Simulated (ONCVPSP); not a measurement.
## What one change does to a pseudopotential (Ge, ONCV)

| Quantity | Value |
| --- | --- |
| Element | Ge |
| Generator | ONCVPSP 4.0.1 |
| Type | optimised norm-conserving Vanderbilt (ONCV) |
| Functional | PBE |
| Relativity | non-relativistic |
| Frozen core | [Ne] |
| Valence charge | 22 |
| Reference configuration | 3s2 3p6 3d10 4s2 4p1 (charge +1) |
| Partial waves | 3s+4s: rc 1.15 bohr, ncon 5, nbas 9, qcut 9.8 1/bohr, 2 projectors; 3p+4p: rc 1.35 bohr, ncon 3, nbas 7, qcut 11.4 1/bohr, 3 projectors, debl 3.2 Ha; 3d: rc 0.80 bohr, ncon 3, nbas 8, qcut 20.4 1/bohr, 2 projectors, debl 3.4 Ha |
| Local potential | polynomial inside 0.50 bohr (lpopt 5, dvloc0 2 Ha) |
| Core correction | none |

All-electron outer shells of the reference configuration (PBE, non-relativistic, ld1.x):

```json
{"shell": "2s", "level (eV)": "-1346.09", "outermost node (bohr)": "0.06", "outermost maximum (bohr)": "0.18"}
{"shell": "2p", "level (eV)": "-1199.36", "outermost node (bohr)": "–", "outermost maximum (bohr)": "0.14"}
{"shell": "3s", "level (eV)": "-171.96", "outermost node (bohr)": "0.26", "outermost maximum (bohr)": "0.55"}
{"shell": "3p", "level (eV)": "-123.38", "outermost node (bohr)": "0.23", "outermost maximum (bohr)": "0.55"}
{"shell": "3d", "level (eV)": "-39.14", "outermost node (bohr)": "–", "outermost maximum (bohr)": "0.50"}
{"shell": "4s", "level (eV)": "-19.47", "outermost node (bohr)": "0.78", "outermost maximum (bohr)": "1.75"}
{"shell": "4p", "level (eV)": "-11.27", "outermost node (bohr)": "0.82", "outermost maximum (bohr)": "2.08"}
```

Change: p: qcut 17.1.

Cutoffs: the cutoffs (Ha) at which the residual kinetic energy of the hardest occupied pseudo-wave falls to 1 and 0.1 mHa per electron; they do not see the model core or the augmentation charge, which bear on the density cutoff. Errors are all-electron minus pseudo energies relative to the spin-unpolarised reference configuration.

Predict the effect on cutoff, ghosts and configuration errors.

The potential gets neither clearly harder nor softer (154 Ha and 174 Ha → 154 Ha and 174 Ha); the d channel sets the loose cutoff, while the largest relative change is in p, which becomes harder; of the 4 tests that both files solve, the error grows in 1 and shrinks in 0 by more than 15 % and 0.3 meV (median size 0.1 → 0.2 meV); neither file shows a bound ghost.

| quantity | base | changed |
| --- | --- | --- |
| cutoff, loose | 154 Ha | 154 Ha |
| cutoff, tight | 174 Ha | 174 Ha |
| loose cutoff by channel | s 39 Ha, p 45 Ha, d 154 Ha | s 39 Ha, p 55 Ha, d 154 Ha |
| bound ghosts | none | none |
| GHOST(+) flags under 300 eV | none | none |
| error for 3s2 3p6 3d10 4s2 4p2, meV [ΔE -7.48 eV] | 0.0 | 0.0 |
| error for 3s2 3p6 3d10 4s2 4p0, meV [ΔE 15.45 eV] | 0.0 | +0.1 |
| error for 3s2 3p6 3d10 4s1 4p0, meV [ΔE 49.69 eV] | +0.3 | +0.7 |
| error for 3s2 3p6 3d10 4s1 4p2, meV [ΔE 8.30 eV] | +0.2 | +0.2 |
| s: phases at 1.17 bohr within 0.05 rad from the reference energy up to (Ha; the scan ends near 5) | to the end of the scan | to the end of the scan |
| p: phases at 1.37 bohr within 0.05 rad from the reference energy up to (Ha; the scan ends near 5) | to the end of the scan | to the end of the scan |
| d: phases at 0.81 bohr within 0.05 rad from the reference energy up to (Ha; the scan ends near 5) | to the end of the scan | to the end of the scan |
